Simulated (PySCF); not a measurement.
Na2, charge +1, doublet, at a GFN2-xTB geometry (such geometries of metal compounds can be far from the true shape) (a state made from the parent by changing its charge; the spin is typed, not shown lowest), with bond 1-2 at 1.25 times its length; PBE/def2-SV(P) run with PySCF.

The PySCF input:
```python
from pyscf import gto, scf, dft

mol = gto.Mole()
mol.atom = '''
    Na    0.000000    0.000000   -2.475963
    Na    0.000000    0.000000    1.650642
'''
mol.basis = 'def2-sv(p)'
mol.charge = 1
mol.spin = 1
mol.verbose = 5
mol.build()

mf = dft.UKS(mol)
mf.xc = 'pbe'
mf.kernel()
mo_i, mo_e, stable_i, stable_e = mf.stability(internal=True, external=False, return_status=True, nroots=6, tol=1e-6)
print('internally stable:', stable_i, ' externally stable:', stable_e)
if not stable_i:
    umf = mf.copy()
    umf.scf_summary = {}
    umf.kernel(umf.make_rdm1(mo_i, mf.mo_occ))
```

Output, abridged:

```
PySCF version 2.14.0

[INPUT] verbose = 5
[INPUT] max_memory = 4000
[INPUT] num. atoms = 2
[INPUT] num. electrons = 21
[INPUT] charge = 1
[INPUT] spin (= nelec alpha-beta = 2S) = 1
[INPUT] symmetry False subgroup None
[INPUT] Mole.unit = angstrom
[INPUT] Symbol           X                Y                Z      unit          X                Y                Z       unit  Magmom
[...]
[INPUT] ---------------- BASIS SET ----------------
[INPUT] l, kappa, [nprim/nctr], expnt,             c_1 c_2 ...
[INPUT] Na
[...]
                                616.49374031      -0.043647161872
                                139.96644001      -0.19431465884
                                39.073441051      -0.48685065731
                                11.929847205      -0.41881705137
[...]
                                1.9838860978      -0.56359144041
                                0.64836323942     -0.51954009048
[...]
                                17.274818978      0.099738293184
                                5.1842347425      0.312095939659
                                1.6601211973      0.492956748074
                                0.51232528958     0.32420398318
[...]
nuclear repulsion = 15.5164941934884
number of shells = 14
number of NR pGTOs = 66
number of NR cGTOs = 30
basis = def2-sv(p)
ecp = {}

******** <class 'pyscf.dft.uks.UKS'> ********
method = UKS
initial guess = minao
damping factor = 0
level_shift factor = 0
DIIS = <class 'pyscf.scf.diis.CDIIS'>
diis_start_cycle = 1
diis_space = 8
diis_damp = 0
SCF conv_tol = 1e-09
SCF conv_tol_grad = None
SCF max_cycles = 50
direct_scf = True
direct_scf_tol = 1e-13
number electrons alpha = 11  beta = 10
XC library pyscf.dft.libxc version 7.1.2
    S. Lehtola, C. Steigemann, M. J. T. Oliveira, and M. A. L. Marques,  SoftwareX 7, 1–5 (2018)
XC functionals = pbe
    J. P. Perdew, K. Burke, and M. Ernzerhof,  Phys. Rev. Lett. 77, 3865 (1996)
    J. P. Perdew, K. Burke, and M. Ernzerhof,  Phys. Rev. Lett. 78, 1396 (1997)
    J. P. Perdew, K. Burke, and M. Ernzerhof,  Phys. Rev. Lett. 77, 3865 (1996)
    J. P. Perdew, K. Burke, and M. Ernzerhof,  Phys. Rev. Lett. 78, 1396 (1997)
radial grids:
    Treutler-Ahlrichs [JCP 102, 346 (1995); DOI:10.1063/1.469408] (M4) radial grids

becke partition: Becke, JCP 88, 2547 (1988); DOI:10.1063/1.454033
pruning grids: <function nwchem_prune>
grids dens level: 3
symmetrized grids: False
atomic radii adjust function: <function treutler_atomic_radii_adjust>
small_rho_cutoff = 0
Set gradient conv threshold to 3.16228e-05
atom Na rad-grids = 80, ang-grids = [ 50  50  50  50  50  50  50  50  50  50  50  50  50  50  50  50  50  50
  50  50  50  50  50  50  50  50  86  86  86  86  86  86  86  86  86  86
  86  86  86  86 350 350 350 350 350 350 350 350 350 434 434 434 434 434
 434 434 434 434 434 434 434 434 434 434 434 434 434 434 350 350 350 350
 350 350 350 350 350 350 350 350]
tot_boxes 1215, boxes in each direction [ 7  7 13]
Padding 0 grids
tot grids = 36200
nelec by numeric integration = [10.99676958 10.99676958]
E1 = -486.56348283565285  E2 = 146.8701939699333  Ecoul = 175.4909548759752  Exc = -28.62076090604191
init E= -324.176794672231
cond(S) = 82.07542157484943

  alpha mo_energy =
[-3.78996706e+01 -3.78996256e+01 -2.05919319e+00 -2.05912858e+00
 -1.03669915e+00 -1.03660115e+00 -1.03640789e+00 -1.03640789e+00
 -1.03637151e+00 -1.03637151e+00 -1.21605598e-01 -8.44526465e-02
 -3.31138849e-02 -3.31138849e-02 -3.04431220e-02  1.70122449e-04
  1.70122449e-04  3.91748290e-02  4.04412922e-02  6.69842586e-02
  1.87806370e-01  1.87806370e-01  2.02702792e-01  2.16241598e-01
  2.16241985e-01  2.33410511e-01  2.33410935e-01  2.80204151e-01
  2.80204151e-01  3.79910649e-01]
  beta  mo_energy =
[-3.78996706e+01 -3.78996256e+01 -2.05919319e+00 -2.05912858e+00
 -1.03669915e+00 -1.03660115e+00 -1.03640789e+00 -1.03640789e+00
 -1.03637151e+00 -1.03637151e+00 -1.21605598e-01 -8.44526465e-02
 -3.31138849e-02 -3.31138849e-02 -3.04431220e-02  1.70122449e-04
[...]
   0.09421844   0.09421926   0.13136614   0.13136614   0.22734033]
  beta  mo_energy =
[-3.81159025e+01 -3.81158579e+01 -2.25578719e+00 -2.25573875e+00
 -1.23300695e+00 -1.23300695e+00 -1.23298754e+00 -1.23298754e+00
 -1.23233252e+00 -1.23224172e+00 -2.21935929e-01 -1.84212451e-01
 -1.13011947e-01 -1.10055887e-01 -1.10055887e-01 -7.84275379e-02
 -7.84275379e-02 -5.11059612e-02 -4.42704311e-02 -1.30916947e-02
  8.85966291e-02  8.85966291e-02  9.99639784e-02  1.18502785e-01
  1.18504533e-01  1.34697810e-01  1.34700445e-01  1.74405001e-01
  1.74405001e-01  2.62669079e-01]
multiplicity <S^2> = 0.75001702  2S+1 = 2.000017
nelec by numeric integration = [10.99999986  9.99999985]
E1 = -482.3151834993943  E2 = 142.755483992275  Ecoul = 171.21156966712115  Exc = -28.45608567484616
cycle= 6 E= -324.043205313631  delta_E= -1.55e-11  |g|= 9.42e-08  |ddm|= 1.16e-05
  alpha mo_energy =
[-38.11659717 -38.11655255  -2.25744558  -2.257394    -1.23494669
  -1.23494669  -1.23492535  -1.23492535  -1.23454931  -1.23444375
  -0.27337981  -0.21910654  -0.16200167  -0.16200167  -0.15910514
  -0.12037388  -0.12037388  -0.08452388  -0.07578165  -0.04213708
   0.0414092    0.0414092    0.0552658    0.07641475   0.07641551
   0.09421834   0.09421915   0.13136605   0.13136605   0.22734021]
  beta  mo_energy =
[-3.81159023e+01 -3.81158577e+01 -2.25578710e+00 -2.25573866e+00
 -1.23300686e+00 -1.23300686e+00 -1.23298745e+00 -1.23298745e+00
 -1.23233244e+00 -1.23224164e+00 -2.21936074e-01 -1.84212407e-01
 -1.13011967e-01 -1.10055976e-01 -1.10055976e-01 -7.84275236e-02
 -7.84275236e-02 -5.11059317e-02 -4.42704512e-02 -1.30916516e-02
  8.85965713e-02  8.85965713e-02  9.99638981e-02  1.18502745e-01
  1.18504493e-01  1.34697784e-01  1.34700418e-01  1.74404952e-01
  1.74404952e-01  2.62669004e-01]
multiplicity <S^2> = 0.75001702  2S+1 = 2.000017
nelec by numeric integration = [10.99999986  9.99999985]
E1 = -482.31518347592703  E2 = 142.75548396880725  Ecoul = 171.21156962298738  Exc = -28.456085654180143
Extra cycle  E= -324.043205313631  delta_E= -4.55e-13  |g|= 6.49e-09  |ddm|= 6.21e-07
converged SCF energy = -324.043205313631  <S^2> = 0.75001702  2S+1 = 2.000017
nelec by numeric integration = [10.99999986  9.99999985]
davidson 0 1  |r|=  1.1  e= [0.6881481]  max|de|= 0.688  lindep= 0.855
Old state -> New state
    0     ->     1
davidson 1 2  |r|=  1.1  e= [0.5856593  0.69489755]  max|de|= 0.586  lindep= 0.608
Old state -> New state
    1     ->     0
    0     ->     2
    1     ->     3
davidson 2 4  |r|= 1.19  e= [0.37925117 0.52800419 0.58766335 1.04530684]  max|de|= 0.528  lindep= 0.825
Old state -> New state
    1     ->     2
    1     ->     4
    2     ->     5
davidson 3 8  |r|= 0.173  e= [0.21815356 0.34535373 0.36190697 0.3801668  0.54778664 0.58873051]  max|de|= 0.38  lindep= 0.531
Old state -> New state
    0     ->     1
    0     ->     2
    2     ->     3
    2     ->     4
    1     ->     5
davidson 4 14  |r|= 0.344  e= [0.19285835 0.21925453 0.23315925 0.24450371 0.31778669 0.33812403]  max|de|= 0.318  lindep= 0.395
Old state -> New state
    3     ->     2
    2     ->     3
    3     ->     4
    4     ->     5
davidson 5 20  |r|= 0.0331  e= [0.18425399 0.21845269 0.2189042  0.23242092 0.258145   0.25861718]  max|de|= -0.0592  lindep= 0.779
davidson 6 26  |r|= 0.00318  e= [0.18410268 0.21845117 0.21845189 0.23241863 0.25777835 0.25778127]  max|de|= -0.000836  lindep= 0.834
Old state -> New state
    5     ->     4
    4     ->     5
[...]
davidson 7 32  |r|= 0.000119  e= [0.18410222 0.21845116 0.21845117 0.23241863 0.25777734 0.25777735]  max|de|= -3.92e-06  lindep= 0.869
[...]
converged 8 6  |r|= 0.000119  e= [0.18410222 0.21845116 0.21845117 0.23241863 0.25777734 0.25777735]  max|de|= -1.59e-14
uhf_internal: lowest eigs of H = [0.18410222 0.21845116 0.21845117 0.23241863 0.25777734 0.25777735]
<class 'pyscf.dft.uks.UKS'> wavefunction is stable in the internal stability analysis
internally stable: True  externally stable: None
```
